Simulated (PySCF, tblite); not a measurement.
Isomers of C5H3ClN (doublet state), one GFN2-xTB conformer each. Single-point energies are computed at B3LYP/pcH-1 (PySCF, gas phase, no added dispersion term), electronic only. GFN2-xTB treats the open shell by occupation alone, and not every SCF solution was tested for stability.

```
               SMILES  GFN2-xTB relative energy (kJ/mol)
    C=C(/[C]=C\Cl)C#N                                0.0
[H]/[C]=C(C#N)/C=C/Cl                               63.9
    C=C(C#N)/C=[C]\Cl                               22.0
```

Conformers: `[H]/[C:1]=[C:2]([C:3]#[N:4])/[CH:5]=[CH:6]/[Cl:7]` (doublet state) with C1–C2–C5–C6 180°; `[CH2:1]=[C:2]([C:3]#[N:4])/[CH:5]=[C:6]\[Cl:7]` (doublet state) with C1–C2–C5–C6 180°.

Q: What does B3LYP/pcH-1 give for the same structures?

A: 
| SMILES | B3LYP/pcH-1 E (Eh) | B3LYP/pcH-1 (kJ/mol) | GFN2-xTB (kJ/mol) | point group |
| --- | --- | --- | --- | --- |
| C=C(/[C]=C\Cl)C#N | -707.17745 | 0.0 | 0.0 | C1 |
| C=C(C#N)/C=[C]\Cl | -707.16430 | 34.5 | 22.0 | Cs |
| [H]/[C]=C(C#N)/C=C/Cl | -707.15978 | 46.4 | 63.9 | Cs |

Both levels put the same isomer lowest; measured from each level's own lowest isomer, the values differ by up to 17.5 kJ/mol ([H]/[C]=C(C#N)/C=C/Cl: 63.9 against 46.4). Neighbours under 21 kJ/mol apart (C=C(C#N)/C=[C]\Cl and [H]/[C]=C(C#N)/C=C/Cl) can change places with a better method, another conformer or zero-point energy.

Q: What happens when harmonic zero-point energies from GFN2-xTB frequencies are added?

A: 
```csv
SMILES,ZPE (kJ/mol),electronic (kJ/mol),with ZPE (kJ/mol)
C=C(/[C]=C\Cl)C#N,155.0,0.0,0.0
C=C(C#N)/C=[C]\Cl,158.8,34.5,38.4
[H]/[C]=C(C#N)/C=C/Cl,155.5,46.4,46.9
```

The zero-point energies span 3.8 kJ/mol. The order is unchanged.
